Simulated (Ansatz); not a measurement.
Program: Ansatz. Geometries: PBE0-D4/def2-TZVP. ΔE: electronic, gas phase. CCSD(T)/CBS adds triple-zeta CCSD(T) − MP2 to the extrapolated MP2 energy (def2 sets, frozen cores). One conformer a species, not always the lowest.

Reaction (ligand exchange at the Al–O bond): `[AlH2][O]B1CC1` + `C1N[SiH2]1` → `[AlH2][N]1C[SiH2]1` + `OB1CC1`

```tsv
species	CCSD(T)/CBS(def2) energy (Eh)
`[AlH2][O]B1CC1`	-421.73970
`C1N[SiH2]1`	-384.79623
`[AlH2][N]1C[SiH2]1`	-627.44019
`OB1CC1`	-179.08502
```

Question: Work out ΔE.

Answer: ΔE = (-627.44019) + (-179.08502) − (-421.73970) − (-384.79623) = 0.01072 Eh = +0.29 eV.

Largest T1 diagnostic among the species: 0.013.

In def2-TZVPP, CCSD(T) changes the Hartree–Fock value by −0.12 eV (the triples alone add −0.02 eV) and MP2 by −0.14 eV. The D4 term adds −0.04 eV with B3LYP and −0.02 eV with PBE0; it sums over pairs of atoms, weighted by their polarisabilities, and B3LYP, whose exchange is more repulsive, gets the larger term.

B3LYP here is the variant with VWN-RPA as its local correlation; programs differ in this.
